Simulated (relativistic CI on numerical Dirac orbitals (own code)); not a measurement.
# Cr+ in a cubic cluster: 2p photoemission with charge transfer

Computed with a charge-transfer multiplet model of a cubic metal-ligand cluster with up to one ligand hole, Slater and spin-orbit integrals from Dirac-Coulomb-Breit ions, Slater integrals scaled by 0.7. The parameters are those of a tetrahedral site (10Dq negative, t2 hopping the larger). The ground state mixes d5 with configurations of k ligand holes L, whose averages lie at kΔ + k(k − 1)U_dd/2; a core hole lowers each added d electron by U_cd. 300 K, Lorentzian 0.6 eV and Gaussian 0.8 eV FWHM.

Atomic integrals in eV (Slater integrals scaled, ζ unscaled), ground: F2dd 5.807, F4dd 3.572, zeta_d 0.022; with the core hole: F2dd 7.320, F4dd 4.553, zeta_d 0.040, zeta_core 5.624, F2cd 4.115, G1cd 3.001, G3cd 1.703.

Cluster parameters (eV): U_dd = 6.3, U_cd = 7.3, 10Dq = -0.2, 10Dq(ligand) = 0, V(eg) = 1.15, V(t2g) = -1.95, final-state hopping factor = 1.

| Case | n_d | d5 | d6L | S |
| --- | --- | --- | --- | --- |
| Δ = 4.2 eV | 5.20 | 0.80 | 0.20 | 2.50 |
| Δ = 5.2 eV | 5.17 | 0.83 | 0.17 | 2.50 |
| Δ = 7.2 eV | 5.12 | 0.88 | 0.12 | 2.50 |

Weights, n_d and S are thermal averages at 300 K. Binding energies count from the first peak over 30 % of the highest in each spectrum, which can be another peak from case to case. The parameters are a model scan and need not match a compound or its usual spin state. Peaks in eV (height, largest 100):
- Δ = 4.2 eV: 0.0 (100), 4.3 (13), 9.4 (61), 17.6 (11)
- Δ = 5.2 eV: 0.0 (100), 4.8 (12), 9.5 (60), 17.5 (10)
- Δ = 7.2 eV: 0.0 (100), 3.3 (19), 5.8 (9), 9.8 (59), 17.7 (7)

Curve for Δ = 4.2 eV (points under 2 left out, the grid thinned):

E (eV), Intensity and a bar:
```
     -3.5        2.0 
     -3.0        2.7 
     -2.5        3.8 #
     -2.0        6.1 #
     -1.5       11.6 ###
     -1.0       31.0 #########
     -0.5       76.9 #######################
      0.0      100.0 ##############################
      0.5       95.1 #############################
      1.0       78.5 #######################
      1.5       49.5 ###############
      1.9       30.8 #########
      2.4       23.4 #######
      2.9       20.6 ######
      3.4       16.2 ####
      3.9       13.2 ###
      4.4       12.9 ###
      4.9       12.0 ###
      5.4        9.8 ##
      5.9        7.7 ##
      6.4        8.1 ##
      6.9       13.8 ####
      7.4       21.0 ######
      7.9       23.9 #######
      8.4       32.9 #########
      8.9       51.8 ###############
      9.4       61.0 ##################
      9.9       58.2 #################
     10.4       42.4 ############
     10.9       22.7 ######
     11.4       15.4 ####
     11.9       11.5 ###
     12.4        8.4 ##
     12.9        6.2 #
     13.3        4.9 #
     13.8        3.6 
     14.3        2.6 
     14.8        2.1 
     15.9        3.0 
     16.4        6.4 #
     16.9        9.9 ##
     17.4       11.1 ###
     17.9       10.2 ##
     18.4        5.0 #
     18.9        2.1
```

For the case Δ = 5.2 eV, Δ = 5.2 eV is smaller than U_dd = 6.3 eV, the charge-transfer side of the Zaanen-Sawatzky-Allen scheme. With the core hole the configuration with one ligand hole lies at Δ − U_cd = -3.1, -2.1, -0.1 eV from the one without, in the order of the table; where this is negative the screened configuration lies lower, though the effective hopping of about 3.7 eV (from the holes of the mixed ground state) mixes the two strongly wherever it is as large as the gap.

With at most 1 ligand hole the space is cut while the next configuration still counts, so covalency is underestimated, and a final configuration with one more ligand hole, which can lie low, is missing from the spectra.
